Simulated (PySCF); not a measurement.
C₂H₇FSn. Atoms are numbered in the order given.

```xyz
11

Sn     0.2461    -0.0193     0.0000
C     -0.4625     0.9191     1.8086
C     -0.4625     0.9191    -1.8086
F     -0.5752    -1.8008     0.0000
H      1.9414    -0.3368     0.0000
H      0.0133     1.9032     1.9336
H     -0.2195     0.2870     2.6742
H     -1.5524     1.0488     1.7471
H     -0.2195     0.2870    -2.6742
H      0.0133     1.9032    -1.9336
H     -1.5524     1.0488    -1.7471
```

The structure is a stationary point at B3LYP-D3(BJ)/def2-SVP. The def2 effective core potentials stand for the cores of Sn; spin–orbit coupling is left out.

Calculation: PySCF with TDA-ωB97X/def2-SVPD.

Vertical excitations.  State labels are in the subgroup Cs.

Q: List the lowest excited states. (Estimate from the structure and the level; the computed values follow.)

A: 
```
state  symmetry  energy (eV)  λ (nm)      f                                                                    main pairs
-----  --------  -----------  ------  -----  ----------------------------------------------------------------------------
S1           A"         7.26     171  0.000                                              HOMO→LUMO 79 %, HOMO→LUMO+1 15 %
S2           A'         7.45     166  0.005                                          HOMO−1→LUMO 78 %, HOMO−1→LUMO+1 17 %
S3           A"         8.05     154  0.400                                              HOMO→LUMO+1 73 %, HOMO→LUMO 15 %
S4           A'         8.48     146  0.203                         HOMO→LUMO+3 54 %, HOMO−1→LUMO+1 30 %, HOMO−1→LUMO 8 %
S5           A"         8.57     145  0.015                                          HOMO−1→LUMO+3 68 %, HOMO→LUMO+2 15 %
S6           A'         8.62     144  0.209                      HOMO−1→LUMO+2 46 %, HOMO→LUMO+3 19 %, HOMO−1→LUMO+1 11 %
S7           A"         8.70     142  0.241                        HOMO→LUMO+2 61 %, HOMO→LUMO+4 13 %, HOMO−1→LUMO+3 11 %
S8           A'         8.83     140  0.226                      HOMO−1→LUMO+2 47 %, HOMO−1→LUMO+1 14 %, HOMO→LUMO+3 12 %
S9           A"         9.03     137  0.011                         HOMO−3→LUMO+1 42 %, HOMO−3→LUMO 35 %, HOMO→LUMO+2 7 %
S10          A'         9.23     134  0.013  HOMO−4→LUMO+1 23 %, HOMO−1→LUMO+1 19 %, HOMO−4→LUMO 19 %, HOMO−2→LUMO+1 12 %
T1           A"         6.86     181      0                                            HOMO→LUMO+1 49 %, HOMO→LUMO+2 30 %
T2           A"         7.00     177      0                                                                HOMO→LUMO 85 %
T3           A'         7.04     176      0                      HOMO−1→LUMO+1 37 %, HOMO−1→LUMO+2 26 %, HOMO−1→LUMO 19 %
T4           A'         7.20     172      0                                          HOMO−1→LUMO 63 %, HOMO−1→LUMO+2 19 %
```
Triplets are in the Tamm–Dancoff approximation.
